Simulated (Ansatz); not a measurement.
Ansatz (a first-principles code) input for In(Cl)3 cation (Cl3In), SMILES [Cl][In]([Cl])[Cl] (connectivity only; charge and spin as stated), charge +1, multiplicity 2, B3LYP-D3(BJ)/def2-SVP. 

Ansatz 0.2 input:
```yaml
crystal:
  periodic: [false, false, false]
  atoms:
    - {symbol: In, position_ang: [-0.00152302, -0.01351549, 0.00904118]}
    - {symbol: Cl, position_ang: [2.27331585, -0.27621068, -0.48809947]}
    - {symbol: Cl, position_ang: [-0.89713932, -1.01002463, 1.93293609]}
    - {symbol: Cl, position_ang: [-1.36615355, 1.26115084, -1.40507777]}
basis:
  gaussian:
    orbitals: def2-SVP
hamiltonian:
  xc: b3lyp
  dispersion: d3bj
total_charge: 1
magnetization: {spin_polarized: true, initial_magnetization: 1}
relax: {f_tol: 0.002, max_steps: 200}
```

It prints:

```
[...]
integrals: 0.03 GiB planned
869 factors; integrals over basis functions are off by at most 2.3e-4 eV
mean field: 0.60 GiB planned
mean field -42725.74757811 eV, -1570.1422629436 hartree, gradient 2.5e-6 eV, S^2 0.753501; 0 other end points of the search recorded, 0 dependent functions left out
the calculation of the forces begins
reference -42725.74782374 eV, -1570.1422719703 hartree; 36, 35 occupied and 44, 45 virtual orbitals, 869 factors
relax step  11: F+E_penalty+E_count = -42725.98610694 eV  Δ(F+E_penalty+E_count) = -7.017e-4 eV  max|allowed force component| = 7.512e-2 eV/Å  Δτ_max = 0.0115 Å  (52 SCF iters, accepted)
these checks for a lower state are left out or cut short: starts, cluster_reference, orbital_swaps, neighbouring_geometries, increment
integrals: 0.03 GiB planned
869 factors; integrals over basis functions are off by at most 2.3e-4 eV
mean field: 0.61 GiB planned
mean field -42725.74864504 eV, -1570.1423021527 hartree, gradient 2.2e-6 eV, S^2 0.753513; 0 other end points of the search recorded, 0 dependent functions left out
the calculation of the forces begins
reference -42725.74889066 eV, -1570.1423111789 hartree; 36, 35 occupied and 44, 45 virtual orbitals, 869 factors
relax step  12: F+E_penalty+E_count = -42725.98727605 eV  Δ(F+E_penalty+E_count) = -1.169e-3 eV  max|allowed force component| = 9.418e-2 eV/Å  Δτ_max = 0.0149 Å  (53 SCF iters, accepted)
these checks for a lower state are left out or cut short: starts, cluster_reference, orbital_swaps, neighbouring_geometries, increment
integrals: 0.03 GiB planned
869 factors; integrals over basis functions are off by at most 2.3e-4 eV
mean field: 0.61 GiB planned
mean field evaluation 224: about -42725.7505 eV, gradient 1.5e-4 eV
mean field -42725.75049436 eV, -1570.1423701138 hartree, gradient 3.4e-7 eV, S^2 0.753537; 0 other end points of the search recorded, 0 dependent functions left out
the calculation of the forces begins
reference -42725.75073993 eV, -1570.1423791384 hartree; 36, 35 occupied and 44, 45 virtual orbitals, 869 factors
relax step  13: F+E_penalty+E_count = -42725.98929275 eV  Δ(F+E_penalty+E_count) = -2.017e-3 eV  max|allowed force component| = 1.191e-1 eV/Å  Δτ_max = 0.0195 Å  (83 SCF iters, accepted)
these checks for a lower state are left out or cut short: starts, cluster_reference, orbital_swaps, neighbouring_geometries, increment
integrals: 0.03 GiB planned
869 factors; integrals over basis functions are off by at most 2.3e-4 eV
mean field: 0.61 GiB planned
mean field -42725.75387834 eV, -1570.1424944728 hartree, gradient 1.7e-7 eV, S^2 0.753587; 0 other end points of the search recorded, 0 dependent functions left out
the calculation of the forces begins
reference -42725.75412380 eV, -1570.1425034934 hartree; 36, 35 occupied and 44, 45 virtual orbitals, 869 factors
relax step  14: F+E_penalty+E_count = -42725.99296207 eV  Δ(F+E_penalty+E_count) = -3.669e-3 eV  max|allowed force component| = 1.533e-1 eV/Å  Δτ_max = 0.0263 Å  (86 SCF iters, accepted)
these checks for a lower state are left out or cut short: starts, cluster_reference, orbital_swaps, neighbouring_geometries, increment
integrals: 0.03 GiB planned
869 factors; integrals over basis functions are off by at most 2.4e-4 eV
mean field: 0.60 GiB planned
mean field evaluation 256: about -42725.7606 eV, gradient 3.2e-5 eV
mean field -42725.76061547 eV, -1570.1427420580 hartree, gradient 3.2e-7 eV, S^2 0.753706; 0 other end points of the search recorded, 0 dependent functions left out
the calculation of the forces begins
reference -42725.76086068 eV, -1570.1427510692 hartree; 36, 35 occupied and 44, 45 virtual orbitals, 869 factors
relax step  15: F+E_penalty+E_count = -42726.00021454 eV  Δ(F+E_penalty+E_count) = -7.252e-3 eV  max|allowed force component| = 2.039e-1 eV/Å  Δτ_max = 0.0369 Å  (84 SCF iters, accepted)
these checks for a lower state are left out or cut short: starts, cluster_reference, orbital_swaps, neighbouring_geometries, increment
integrals: 0.03 GiB planned
869 factors; integrals over basis functions are off by at most 2.4e-4 eV
mean field: 0.61 GiB planned
mean field -42725.77602241 eV, -1570.1433082523 hartree, gradient 5.1e-6 eV, S^2 0.754035; 0 other end points of the search recorded, 0 dependent functions left out
the calculation of the forces begins
reference -42725.77626703 eV, -1570.1433172420 hartree; 36, 35 occupied and 44, 45 virtual orbitals, 869 factors
relax step  16: F+E_penalty+E_count = -42726.01663475 eV  Δ(F+E_penalty+E_count) = -1.642e-2 eV  max|allowed force component| = 2.886e-1 eV/Å  Δτ_max = 0.0555 Å  (61 SCF iters, accepted)
these checks for a lower state are left out or cut short: starts, cluster_reference, orbital_swaps, neighbouring_geometries, increment
integrals: 0.03 GiB planned
869 factors; integrals over basis functions are off by at most 2.5e-4 eV
mean field: 0.60 GiB planned
mean field evaluation 288: about -42725.8211 eV, gradient 8.2e-5 eV
mean field -42725.82113963 eV, -1570.1449662797 hartree, gradient 3.3e-7 eV, S^2 0.755279; 0 other end points of the search recorded, 0 dependent functions left out
the calculation of the forces begins
reference -42725.82138291 eV, -1570.1449752202 hartree; 36, 35 occupied and 44, 45 virtual orbitals, 869 factors
relax step  17: F+E_penalty+E_count = -42726.06401357 eV  Δ(F+E_penalty+E_count) = -4.738e-2 eV  max|allowed force component| = 4.604e-1 eV/Å  Δτ_max = 0.0940 Å  (93 SCF iters, accepted)
these checks for a lower state are left out or cut short: starts, cluster_reference, orbital_swaps, neighbouring_geometries, increment
integrals: 0.03 GiB planned
871 factors; integrals over basis functions are off by at most 2.4e-4 eV
mean field: 0.60 GiB planned
mean field -42725.93126033 eV, -1570.1490131409 hartree, gradient 7.8e-6 eV, S^2 0.756211; 0 other end points of the search recorded, 0 dependent functions left out
the calculation of the forces begins
reference -42725.93150067 eV, -1570.1490219731 hartree; 36, 35 occupied and 44, 45 virtual orbitals, 871 factors
relax step  18: F+E_penalty+E_count = -42726.17856862 eV  Δ(F+E_penalty+E_count) = -1.146e-1 eV  max|allowed force component| = 6.649e-1 eV/Å  Δτ_max = 0.1915 Å  (47 SCF iters, accepted)
these checks for a lower state are left out or cut short: starts, cluster_reference, orbital_swaps, neighbouring_geometries, increment
integrals: 0.03 GiB planned
872 factors; integrals over basis functions are off by at most 2.2e-4 eV
mean field: 0.61 GiB planned
mean field -42726.06796895 eV, -1570.1540370900 hartree, gradient 2.0e-5 eV, S^2 0.754546; 0 other end points of the search recorded, 0 dependent functions left out
the calculation of the forces begins
reference -42726.06820542 eV, -1570.1540457802 hartree; 36, 35 occupied and 44, 45 virtual orbitals, 872 factors
relax step  19: F+E_penalty+E_count = -42726.32210462 eV  Δ(F+E_penalty+E_count) = -1.435e-1 eV  max|allowed force component| = 2.520e-1 eV/Å  Δτ_max = 0.1951 Å  (36 SCF iters, accepted)
these checks for a lower state are left out or cut short: starts, cluster_reference, orbital_swaps, neighbouring_geometries, increment
integrals: 0.03 GiB planned
873 factors; integrals over basis functions are off by at most 2.0e-4 eV
mean field: 0.61 GiB planned
mean field evaluation 320: about -42726.0532 eV, gradient 2.3e-5 eV
mean field -42726.05323640 eV, -1570.1534956785 hartree, gradient 2.3e-5 eV, S^2 0.753637; 0 other end points of the search recorded, 0 dependent functions left out
the calculation of the forces begins
reference -42726.05347153 eV, -1570.1535043194 hartree; 36, 35 occupied and 44, 45 virtual orbitals, 873 factors
relax step  20: F+E_penalty+E_count = -42726.30952415 eV  Δ(F+E_penalty+E_count) = +1.258e-2 eV  max|allowed force component| = 3.441e-1 eV/Å  Δτ_max = 0.1566 Å  (34 SCF iters, rejected (line search))
these checks for a lower state are left out or cut short: starts, cluster_reference, orbital_swaps, neighbouring_geometries, increment
integrals: 0.03 GiB planned
872 factors; integrals over basis functions are off by at most 2.0e-4 eV
mean field: 0.61 GiB planned
mean field -42726.08277414 eV, -1570.1545811706 hartree, gradient 6.5e-6 eV, S^2 0.754016; 0 other end points of the search recorded, 0 dependent functions left out
the calculation of the forces begins
reference -42726.08300943 eV, -1570.1545898172 hartree; 36, 35 occupied and 44, 45 virtual orbitals, 872 factors
relax step  21: F+E_penalty+E_count = -42726.33837962 eV  Δ(F+E_penalty+E_count) = -1.628e-2 eV  max|allowed force component| = 5.429e-2 eV/Å  Δτ_max = 0.0759 Å  (36 SCF iters, accepted)
these checks for a lower state are left out or cut short: starts, cluster_reference, orbital_swaps, neighbouring_geometries, increment
integrals: 0.03 GiB planned
872 factors; integrals over basis functions are off by at most 2.0e-4 eV
mean field: 0.61 GiB planned
mean field -42726.08442413 eV, -1570.1546418065 hartree, gradient 1.5e-5 eV, S^2 0.754088; 0 other end points of the search recorded, 0 dependent functions left out
the calculation of the forces begins
reference -42726.08465971 eV, -1570.1546504639 hartree; 36, 35 occupied and 44, 45 virtual orbitals, 872 factors
relax step  22: F+E_penalty+E_count = -42726.33973648 eV  Δ(F+E_penalty+E_count) = -1.357e-3 eV  max|allowed force component| = 7.350e-3 eV/Å  Δτ_max = 0.0307 Å  (35 SCF iters, accepted)
these checks for a lower state are left out or cut short: starts, cluster_reference, orbital_swaps, neighbouring_geometries, increment
integrals: 0.03 GiB planned
872 factors; integrals over basis functions are off by at most 2.0e-4 eV
mean field: 0.61 GiB planned
mean field -42726.08450866 eV, -1570.1546449131 hartree, gradient 2.4e-5 eV, S^2 0.754094; 0 other end points of the search recorded, 0 dependent functions left out
the calculation of the forces begins
reference -42726.08474430 eV, -1570.1546535725 hartree; 36, 35 occupied and 44, 45 virtual orbitals, 872 factors
relax step  23: F+E_penalty+E_count = -42726.33975829 eV  Δ(F+E_penalty+E_count) = -2.180e-5 eV  max|allowed force component| = 3.503e-3 eV/Å  Δτ_max = 0.0043 Å  (29 SCF iters, accepted)
these checks for a lower state are left out or cut short: starts, cluster_reference, orbital_swaps, neighbouring_geometries, increment
integrals: 0.03 GiB planned
872 factors; integrals over basis functions are off by at most 2.0e-4 eV
mean field: 0.61 GiB planned
mean field -42726.08448515 eV, -1570.1546440490 hartree, gradient 2.6e-5 eV, S^2 0.754092; 0 other end points of the search recorded, 0 dependent functions left out
the calculation of the forces begins
reference -42726.08472078 eV, -1570.1546527083 hartree; 36, 35 occupied and 44, 45 virtual orbitals, 872 factors
relax step  24: F+E_penalty+E_count = -42726.33976004 eV  Δ(F+E_penalty+E_count) = -1.751e-6 eV  max|allowed force component| = 1.143e-3 eV/Å  Δτ_max = 0.0010 Å  (26 SCF iters, accepted)
integrals: 0.03 GiB planned
872 factors; integrals over basis functions are off by at most 2.0e-4 eV
mean field: 0.61 GiB planned
mean field evaluation 352: about -42726.0823 eV, gradient 5.0e-1 eV
mean field -42726.08448515 eV, -1570.1546440490 hartree, gradient 2.6e-5 eV, S^2 0.754092; 3 other end points of the search recorded, 0 dependent functions left out
the calculation of the forces begins
reference -42726.08472078 eV, -1570.1546527083 hartree; 36, 35 occupied and 44, 45 virtual orbitals, 872 factors
Total energy: -42726.33999567 eV, -1570.1640338873 hartree
Atom 0 at    -0.239273     0.215635    -0.239199 Å, force     0.000080    -0.000242    -0.000610 eV/Å
Atom 1 at     2.020249    -0.597370     0.107609 Å, force     0.000179     0.000129    -0.000016 eV/Å
Atom 2 at    -0.207593    -1.104291     1.796365 Å, force     0.000078    -0.000592     0.001143 eV/Å
Atom 3 at    -1.564883     1.447426    -1.615975 Å, force    -0.000337     0.000705    -0.000517 eV/Å
Dipole moment:     0.041457    -0.037986     0.042708 e Å
```

The calculation finished and met its thresholds.

Cost: around 4 core-minutes (rough).
